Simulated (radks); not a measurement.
Values are calculated unless marked as measured or tabulated.
Neutral aluminium inside a hard spherical wall (all orbitals vanish at R), configuration held at [Ne] 3s2 3p1 and not refilled when levels cross. Level of theory: non-relativistic Kohn-Sham, PBE, spin-polarised, spherical densities, point nucleus; open shells are filled with parallel spins first (a radial shooting solver on a logarithmic mesh with Libxc functionals). Eigenvalues in eV for spin up, with the zero of energy where the potential of the charges vanishes at infinity; a dash marks a level that is unbound or too diffuse for the functional's potential to be trusted. A positive occupied level is held by the wall or, in an anion where self-interaction has pushed it up, behind a barrier. The pressure on the wall is -dE/dV.

R (bohr) = free: E (hartree) -242.23204; kinetic (hartree) 241.839; e(2s) -107.66; e(2p) -69.633; e(3s) -8.024; e(3p) -3.018; e(4s, empty) -; e(4p, empty) -; pressure (GPa) 0
R (bohr) = 20: E (hartree) -242.23204; kinetic (hartree) 241.839; e(2s) -107.66; e(2p) -69.633; e(3s) -8.024; e(3p) -3.018; e(4s, empty) -0.415; e(4p, empty) 0.248; pressure (GPa) < 0.0001
R (bohr) = 12: E (hartree) -242.23192; kinetic (hartree) 241.840; e(2s) -107.64; e(2p) -69.613; e(3s) -8.010; e(3p) -3.003; e(4s, empty) 0.048; e(4p, empty) 1.305; pressure (GPa) 0.00189
R (bohr) = 10: E (hartree) -242.23125; kinetic (hartree) 241.845; e(2s) -107.57; e(2p) -69.546; e(3s) -7.965; e(3p) -2.949; e(4s, empty) 0.725; e(4p, empty) 2.466; pressure (GPa) 0.0172
R (bohr) = 8: E (hartree) -242.22685; kinetic (hartree) 241.873; e(2s) -107.29; e(2p) -69.265; e(3s) -7.787; e(3p) -2.709; e(4s, empty) 2.558; e(4p, empty) 5.181; pressure (GPa) 0.183
R (bohr) = 7: E (hartree) -242.21813; kinetic (hartree) 241.921; e(2s) -106.89; e(2p) -68.864; e(3s) -7.534; e(3p) -2.352; e(4s, empty) 4.602; e(4p, empty) 7.909; pressure (GPa) 0.671
R (bohr) = 6: E (hartree) -242.19275; kinetic (hartree) 242.047; e(2s) -106.02; e(2p) -67.997; e(3s) -6.966; e(3p) -1.545; e(4s, empty) 8.459; e(4p, empty) 12.677; pressure (GPa) 2.73
R (bohr) = 5: E (hartree) -242.11395; kinetic (hartree) 242.382; e(2s) -104.15; e(2p) -66.122; e(3s) -5.588; e(3p) 0.361; e(4s, empty) 16.303; e(4p, empty) 21.717; pressure (GPa) 12.5
R (bohr) = 3: E (hartree) -240.85481; kinetic (hartree) 246.107; e(2s) -91.998; e(2p) -53.952; e(3s) 9.705; e(3p) 19.156; e(4s, empty) 80.298; e(4p, empty) 87.907; pressure (GPa) 492
R (bohr) = 2.5: E (hartree) -239.39561; kinetic (hartree) 249.801; e(2s) -84.564; e(2p) -46.442; e(3s) 25.384; e(3p) 36.582; e(4s, empty) 133.92; e(4p, empty) 139.87; pressure (GPa) 1620
R (bohr) = 2: E (hartree) -235.75550; kinetic (hartree) 258.593; e(2s) -71.673; e(2p) -33.052; e(3s) 62.514; e(3p) 74.760; e(4s, empty) 244.32; e(4p, empty) 242.66; pressure (GPa) 6820
